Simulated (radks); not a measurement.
Coulomb parameter of the 4d shell of the molybdenum ion Mo3+ in the model configuration [Kr] 4d1.5 5s1.5, as a second difference U = [E(n + 0.5) + E(n - 0.5) - 2 E(n)] / (0.5)^2 with all orbitals relaxed. "Bare": the charge of the atom changes with n. "Screened": the 5s shell takes up the change at fixed total charge, which measures U(4d,4d) + U(5s,5s) - 2 U(4d,5s). Calculated with a radial shooting solver on a logarithmic mesh with Libxc functionals: scalar-relativistic Kohn-Sham, BLYP, spin-unpolarised, spherical densities, finite nucleus; Fermi nuclear charge, rms radius 4.4091 fm.

case              configuration  E - E(n) (eV)
start          [Kr] 4d1.5 5s1.5          0.000
bare +0.5        [Kr] 4d2 5s1.5        -17.266
bare -0.5        [Kr] 4d1 5s1.5         20.592
screened +0.5      [Kr] 4d2 5s1         -3.988
screened -0.5      [Kr] 4d1 5s2          4.441

U(bare) = 13.304 eV, U(screened by 5s) = 1.812 eV, against the Slater integral F0(4d,4d) = 15.979 eV with frozen orbitals.
